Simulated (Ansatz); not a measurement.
## Worked example: C2H3BrF2 + C2BrF5 → C2H3F3 + C2Br2F4

Species: C2H3BrF2 `FCC(F)Br`, singlet; C2BrF5 (bromopentafluoroethane) `FC(F)(F)C(F)(F)Br`, singlet; C2H3F3 (1,1,2-trifluoroethane) `FCC(F)F`, singlet; C2Br2F4 (1,2-dibromotetrafluoroethane) `FC(F)(Br)C(F)(F)Br`, singlet. The partners trade Br for F; both sit on C, so the bond types are kept.

Shapes, held fixed at every level: PBE0-D4/def2-TZVP. Flexible molecules stand in one conformer, not always the lowest. Programs: Ansatz 0.2.0. Electronic energies: no zero-point or thermal term.

At CCSD(T)/def2-TZVPP; 1 Eh = 2625.50 kJ/mol:

| species | energy (Eh) |
| --- | --- |
| C2H3BrF2 | -2850.047770 |
| C2BrF5 | -3147.482952 |
| C2H3F3 | -377.087228 |
| C2Br2F4 | -5620.433340 |

Question: Work out ΔE of the reaction at this level.

Answer: 
1. Products less reactants: (-377.087228) + (-5620.433340) − [(-2850.047770) + (-3147.482952)] = 0.010154 Eh = +26.7 kJ/mol.

Other levels give +21.9 (PBE-D4/def2-TZVPP) to +28.4 kJ/mol (CCSD/def2-TZVPP). No measured value is set beside it here. Relativity is left out for Br. Outer-core shells of Br are correlated in most correlated rows, in sets that cover them unevenly.
